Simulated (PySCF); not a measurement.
C₂H₅F₃Si, SMILES C[SiH2]C(F)(F)F. Heavy atoms are numbered as in [SiH2:1]([CH3:2])[C:3]([F:4])([F:5])[F:6]. Hydrogens are named by the atom that carries them.

Geometry optimised at B3LYP-D3(BJ)/def2-SVP.

Level of theory: PBE/pcSseg-1 (PySCF).

GIAO shieldings, no solvent; atoms alike by connectivity are averaged. δ = σ(ref) − σ: ²⁹Si against TMS (σ = 335.4 ppm); ¹³C against TMS (σ = 182.0 ppm); ¹⁹F against CFCl3 (σ = 133.6 ppm); ¹H against TMS (σ = 31.49 ppm), references at their B3LYP-D3(BJ)/def2-TZVP geometries, non-relativistic.

```tsv
nucleus	atoms	count	δ (ppm)
²⁹Si	Si1 (SiH2)	1	-43.5
¹³C	C3	1	145.5
¹³C	C2 (CH3)	1	-8.1
¹⁹F	F4	3	-88.7
¹H	H on Si1	2	4.48
¹H	H on C2	3	0.71
```
